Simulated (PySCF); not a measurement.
Ligand exchange on a metal centre used in film growth or etching (Mo OH-NH2). Gas-phase values, no solvent. One relaxed conformer stands for each flexible species; it need not be the lowest.

The HOMO from two functionals at the same geometries (TPSS-D3(BJ)/def2-SVP), both in PySCF: PBE-D3(BJ)/def2-TZVP and TPSSh-D3(BJ)/def2-TZVP. 

| species | PBE-D3(BJ)/def2-TZVP (eV) | TPSSh-D3(BJ)/def2-TZVP (eV) |
|---|---|---|
| 1 of 6 OH replaced by NH2 ([Mo(OH)5(NH2)]) | -6.40 | -7.03 |
| 2 of 6 OH replaced by NH2 ([Mo(OH)4(NH2)2]) | -6.10 | -6.73 |
| 4 of 6 OH replaced by NH2 ([Mo(OH)2(NH2)4]) | -5.26 | -5.82 |
| 5 of 6 OH replaced by NH2 ([Mo(OH)(NH2)5]) | -5.07 | -5.61 |

Over these rows, drawn at random from the members with no instability flagged (it was tested for open shells, ions and some series alone), PBE minus TPSSh-D3(BJ): mean +0.59 eV, from +0.54 eV to +0.63 eV.
